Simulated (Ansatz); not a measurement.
A nudged elastic band was laid between two geometries of FH5SeSi2 (9 atoms, charge 0, multiplicity 1).

These are results of RKS PBE0/def2-SVP (Ansatz), not measurements.

```yaml
movable_images: 5
climbing_image: yes
spring: 5.0 eV/Å²
optimiser: quadratic models (default)
start_path: IDPP
force_threshold: 0.05 eV/Å
iteration_limit: 60
end_points: relaxed
```

Initial state:

```xyz
9
Properties=species:S:1:pos:R:3
F -1.929 2.474 0.392
Si -0.637 1.506 0.238
Se -1.444 -0.594 -0.093
Si 0.621 -1.575 -0.251
H 0.161 1.970 -0.929
H 0.162 1.587 1.491
H 1.406 -1.377 1.003
H 1.396 -1.012 -1.397
H 0.353 -3.024 -0.471
```

Final state:

```xyz
9
Properties=species:S:1:pos:R:3
F -2.178 1.162 -0.077
Si -0.637 1.531 0.279
Se 0.340 -0.078 1.536
Si 0.715 -1.539 -0.195
H 0.073 1.696 -1.018
H -0.634 2.769 1.100
H 1.233 -2.787 0.434
H 1.726 -0.983 -1.142
H -0.550 -1.816 -0.935
```

Question: What changes between the two ends?

Answer: No bond is made or broken. The dihedral Si2–Se3–Si4–H8 goes from -61 to 67°.

Question: What energy profile does the band end with?

Answer: It converged. The highest image is number 0 of 0 to 6, 0.000 eV above the first end and 0.087 eV above the last; the last end lies 0.087 eV below the first. The highest image is an end point: on this band no image between the ends rises above it.

```
image  path coordinate (Å)  energy (eV)  dihedral Si2–Se3–Si4–H8 (°)
    0                 0.00        0.000                          -61
    1                 0.40       -0.003                          -62
    2                 1.46       -0.026                          -55
    3                 2.52       -0.038                          -26
    4                 3.58       -0.064                            5
    5                 4.64       -0.086                           38
    6                 5.69       -0.087                           67
```

Time of the run: 3.3 min on 2 threads of Arm Neoverse V2, on a shared host, peak memory 0.25 GiB.
